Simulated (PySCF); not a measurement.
## Energy of P(2+) (phosphorus, charge +2) between two integer charges

The 3p alpha orbital of [Ne] 3s2 3p1 is emptied in steps (occupation f), with all orbitals relaxed, ending at [Ne] 3s2. Calculation: PySCF 2.14, in def2-SVP (4s3p1d, 18 functions); no relativity, point nucleus. The exact energy is a straight line in f; departures are measured from the line between the end points of the same method.

| f | UHF (eV) | LDA (eV) | PBE (eV) | PBE0 (eV) | r2SCAN (eV) | LC-wPBE (eV) | BHandHLYP (eV) | wB97X (eV) | BLYP (eV) | M06-2X (eV) |
| --- | --- | --- | --- | --- | --- | --- | --- | --- | --- | --- |
| 1 | 0.000 | 0.000 | 0.000 | 0.000 | 0.000 | 0.000 | 0.000 | 0.000 | 0.000 | 0.000 |
| 0.8 | 0.053 | -0.864 | -0.847 | -0.624 | -0.785 | -0.168 | -0.413 | -0.223 | -0.858 | -0.433 |
| 0.6 | 0.078 | -1.298 | -1.267 | -0.932 | -1.167 | -0.247 | -0.617 | -0.329 | -1.285 | -0.652 |
| 0.4 | 0.077 | -1.297 | -1.261 | -0.926 | -1.157 | -0.239 | -0.613 | -0.322 | -1.280 | -0.657 |
| 0.2 | 0.051 | -0.863 | -0.833 | -0.611 | -0.763 | -0.152 | -0.405 | -0.210 | -0.847 | -0.445 |
| 0 | 0.000 | 0.000 | 0.000 | 0.000 | 0.000 | 0.000 | 0.000 | 0.000 | 0.000 | 0.000 |

```
   method  E(f=0) − E(f=1) (eV)  −ε at f=1 (eV)  −ε at f=0.4 (eV)
      UHF                29.520          29.853            29.451
      LDA                30.178          24.790            31.266
      PBE                30.244          24.948            31.335
     PBE0                30.247          26.334            31.058
   r2SCAN                30.317          25.380            31.334
  LC-wPBE                30.419          29.350            30.663
BHandHLYP                30.132          27.543            30.665
    wB97X                30.120          28.716            30.424
     BLYP                30.138          24.775            31.238
   M06-2X                29.970          27.280            30.479
```

Orbital energy along the path (eV):

```json
{"f": "1", "UHF": "-29.853", "LDA": "-24.790", "PBE": "-24.948", "PBE0": "-26.334", "r2SCAN": "-25.380", "LC-wPBE": "-29.350", "BHandHLYP": "-27.543", "wB97X": "-28.716", "BLYP": "-24.775", "M06-2X": "-27.280"}
{"f": "0.8", "UHF": "-29.714", "LDA": "-26.931", "PBE": "-27.075", "PBE0": "-27.917", "r2SCAN": "-27.406", "LC-wPBE": "-29.805", "BHandHLYP": "-28.591", "wB97X": "-29.299", "BLYP": "-26.924", "M06-2X": "-28.337"}
{"f": "0.6", "UHF": "-29.580", "LDA": "-29.094", "PBE": "-29.211", "PBE0": "-29.496", "r2SCAN": "-29.393", "LC-wPBE": "-30.247", "BHandHLYP": "-29.634", "wB97X": "-29.875", "BLYP": "-29.085", "M06-2X": "-29.412"}
{"f": "0.4", "UHF": "-29.451", "LDA": "-31.266", "PBE": "-31.335", "PBE0": "-31.058", "r2SCAN": "-31.334", "LC-wPBE": "-30.663", "BHandHLYP": "-30.665", "wB97X": "-30.424", "BLYP": "-31.238", "M06-2X": "-30.479"}
{"f": "0.2", "UHF": "-29.326", "LDA": "-33.429", "PBE": "-33.414", "PBE0": "-32.578", "r2SCAN": "-33.233", "LC-wPBE": "-31.031", "BHandHLYP": "-31.672", "wB97X": "-30.931", "BLYP": "-33.353", "M06-2X": "-31.596"}
{"f": "0", "UHF": "-29.206", "LDA": "-35.544", "PBE": "-35.375", "PBE0": "-34.000", "r2SCAN": "-34.933", "LC-wPBE": "-31.310", "BHandHLYP": "-32.633", "wB97X": "-31.407", "BLYP": "-35.367", "M06-2X": "-32.798"}
```

Reference removal energy between the ground levels: 30.203 eV (measured; NIST Atomic Spectra Database, ionization energies). The calculation has no spin-orbit coupling. UHF lacks correlation.
